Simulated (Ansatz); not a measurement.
The Br1–H2 bond of HBr is stretched (multiplicity 1).


Frozen-core correlation. Filled d and f shells under p-block atoms count as core.

Programs: Ansatz (Gaussian orbitals). Each number belongs to the level named beside it.

Energies above the point at 1.425 Å (the B3LYP-D3(BJ) bond length), FCI/cc-pVDZ (kcal/mol): 8.10 at 1.282 Å; 4.75 at 1.567 Å; 86.76 at 5.699 Å.

Question: Take the last value as the depth D of a Morse curve D(1 − e^(−a(R − R₀)))², fit a and R₀ to the two near points, and test it at 1.923 and 2.493 Å.

Answer: 
With D = 86.8, both near points (counted from the curve's value at 1.425 Å) are met by a = 1.87 Å⁻¹ and R₀ = 1.425 Å, so k = 2Da² = 608 kcal/(mol Å²). The curve then gives 31.9 and 64.9 kcal/mol; the level itself gives 34.1 and 70.9, so Morse is off by -2.1 and -6.0.

Ansatz is an electronic-structure program.
